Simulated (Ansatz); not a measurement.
Compare A (`F[SiH]([SiH3])O[SiH3]`) with its isomer B (`O[SiH2][SiH2][SiH2]F`).

Program: Ansatz. Geometries: PBE0-D4/def2-TZVP. ΔE: electronic, gas phase. CBS: MP2 limit from def2 TZ/QZ plus the TZ coupled-cluster correction, frozen cores. Functionals use def2-TZVPP. B3LYP here is the variant with VWN-RPA as its local correlation; programs differ in this. One conformer a species, not always the lowest.

A:

```xyz
12

F    -0.9771   -2.0856    0.8025
Si   -0.8516   -0.4914    0.8740
Si   -1.7098    0.3928   -1.1227
O     0.7121   -0.1009    1.0669
Si    2.1911    0.0956    0.3854
H    -1.5749   -0.0614    2.0940
H    -1.5716    1.8745   -1.1072
H    -3.1494    0.0444   -1.2570
H    -0.9641   -0.1485   -2.2904
H     2.9095    1.1538    1.1343
H     2.0374    0.5044   -1.0359
H     2.9484   -1.1777    0.4560
```

B:

```xyz
12

O    -0.326    2.075    0.313
Si   -0.431    0.865    1.438
Si   -0.557   -1.099    0.174
Si    0.875   -0.794   -1.652
F     1.047   -2.164   -2.476
H    -0.279    2.980    0.626
H    -1.611    1.057    2.331
H     0.778    0.838    2.312
H    -1.949   -1.349   -0.293
H    -0.113   -2.256    1.001
H     0.340    0.228   -2.586
H     2.226   -0.381   -1.190
```

Question: Which is lower in electronic energy at CCSD(T)/CBS, and by how much? (Best estimate.)

Answer: Ansatz gave: A, by 125.6 kJ/mol.

Question: Give E(B) − E(A) in kJ/mol with B2PLYP, B3LYP-D4, CCSD(T)/def2-TZVPP, ωB97M-V, PBE0-D4, B3LYP, HF/def2-TZVPP. (Best estimate.)

Answer: Computed: B2PLYP 129.9, B3LYP-D4 126.4, CCSD(T)/def2-TZVPP 126.6, ωB97M-V 127.6, PBE0-D4 108.5, B3LYP 125.9, HF/def2-TZVPP 151.5. None reverses the order clearly.

Largest T1 diagnostic: 0.013.

In def2-TZVPP, CCSD(T) changes the Hartree–Fock value by −24.9 kJ/mol (the triples alone add −3.4 kJ/mol) and MP2 by −20.0 kJ/mol. From PBE to PBE0 (25 % exact exchange), in def2-TZVPP and without D4, E(B) − E(A) moves by +8.2 kJ/mol.
